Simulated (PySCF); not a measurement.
**Ionising SnF**

PBE0; basis Sn cc-pVTZ-PP with ECP28, F cc-pVTZ; scalar-relativistic core potentials; PySCF 2.14. Neutral (UKS): doublet (π ↑), Re = 1.957 Å, ωe = 585 cm⁻¹, De = 4.81 eV, HOMO -4.84 eV, LUMO -2.98 eV.

SnF⁺ (UKS): singlet (closed shell), Re = 1.886 Å, ωe = 690 cm⁻¹, De = 5.03 eV to Sn⁺ + F. The energies at the minima are -314.10469 hartree for SnF and -313.84399 for SnF⁺.

Problem. Work out the adiabatic ionisation energy, without and with harmonic zero-point energies (1 hartree = 27.2114 eV, 1 eV = 8065.5 cm⁻¹), and the change of the bond length.

Solution. At PBE0: 0.26070 hartree = 7.094 eV between the minima; the zero-point term (690.0 − 585.0)/2 cm⁻¹ = +0.007 eV makes it 7.101 eV. Re changes by -7.1 pm against the neutral. The electron leaves a π orbital, and the shorter bond of the ion fits an antibonding orbital, or a change in how ionic the bond is.

These are scalar-relativistic numbers at best; spin–orbit coupling would shift them, the dissociation energy most. For an ion De counts to the pair picked by the measured ionisation energies or electron affinities, which need not be the lowest pair at this level. States were picked by a PBE0 search and need not be the measured ground states.
